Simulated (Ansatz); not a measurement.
System: SiNH2F3, charge 0, singlet. SiNH2F3 (SMILES N[Si](F)(F)F).
B3LYP-D3(BJ)/def2-TZVP minimum from Ansatz (a quantum-chemistry and plane-wave program):
```xyz
7

N      1.6372    -0.3018    -0.0915
Si    -0.0080     0.0012     0.0017
F     -0.7847    -0.9876    -0.9551
F     -0.2959     1.4991    -0.4104
F     -0.6624    -0.1835     1.4325
H      2.0113    -1.2324    -0.1698
H      2.3276     0.3766     0.1825
```
Charge 0, spin multiplicity 1.

Atomisation energy term by term, kcal/mol (programs: Ansatz). Radicals and triplets start from unrestricted determinants; spin-orbit coupling is neglected. Correlated methods leave the cores frozen. Rows without X2C or -DK are non-relativistic. CBS(X,Y): correlation extrapolated as X^-3, Hartree-Fock from the larger set. A bracket is a step between two methods taken in the basis named. '+ core + X2C': CCSD(T) terms for core correlation (cc-pwCVTZ, 1s frozen past Ne) and scalar relativity (cc-pVTZ-DK). Where a partner has so few electrons that a lower coupled-cluster level is exact, that level stands in.

```json
[
 {"term": "Hartree-Fock", "basis": "cc-pV(Q+d)Z", "kcal/mol": "515.72"},
 {"term": "CCSD correlation", "basis": "CBS(cc-pV(T+d)Z,cc-pV(Q+d)Z)", "kcal/mol": "186.60"},
 {"term": "(T)", "basis": "CBS(cc-pV(T+d)Z,cc-pV(Q+d)Z)", "kcal/mol": "12.64"},
 {"term": "CCSDT(Q) - CCSD(T)", "basis": "cc-pV(D+d)Z", "kcal/mol": "0.82"},
 {"term": "core correlation", "basis": "cc-pwCVTZ", "kcal/mol": "0.98"},
 {"term": "scalar relativity", "basis": "X2C, cc-pVTZ-DK", "kcal/mol": "-1.90"},
 {"term": "sum: De", "basis": "", "kcal/mol": "714.9"}
]
```
